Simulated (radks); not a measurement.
Spherical quantum dot in the effective-mass picture: electrons in a parabolic well V = omega^2 r^2 / 2 with omega = 2.85, with a point charge +1 (a donor) at the centre, all in effective atomic units (hartree* = m*/eps^2 hartree, bohr* = eps/m* bohr), one dielectric constant everywhere. Calculated with a radial shooting solver with Libxc functionals: non-relativistic Kohn-Sham, PBE, spin-polarised, spherical densities. Levels are named by radial order and angular momentum (1s, 1p, 1d, 2s, ...), and open shells are averaged over m.

N = 9, configuration 1s2 1p6 2s(up 1, down 0). This is the lowest configuration that the search found. Occupied and some empty levels:

level    occupation  eigenvalue (hartree*)  <r> (bohr*)
1s up             1                 11.027       0.7047
1s down           1                 11.102       0.7125
1p up             3                 13.537       0.9831
1p down           3                 13.572       0.9808
2s up             1                 15.635        1.039
2s down           0                 15.756        1.042
1d up             0                 15.885        1.164
1d down           0                 15.932        1.161
1f up             0                 18.300        1.310
1f down           0                 18.357        1.309
2p up             0                 18.478        1.208
2p down           0                 18.532        1.215
1g up             0                 20.788        1.438
1g down           0                 20.847        1.439

Energy (hartree*): total 82.1340, kinetic 26.098, external 23.947, Hartree 39.063, exchange-correlation -6.9749.

Electron density:

r (bohr*)  n(r) (e/bohr*^3)
0.0398                3.988
0.140                 3.258
0.240                 2.679
0.340                 2.237
0.440                 1.904
0.540                 1.648
0.640                 1.436
0.740                 1.243
0.840                 1.052
0.940                0.8602
1.04                 0.6719
1.14                 0.4977
1.24                 0.3477
1.34                 0.2283
1.44                 0.1407
1.54                0.08145
1.64                0.04425
1.74                0.02256
1.84                0.01078
1.94               0.004829
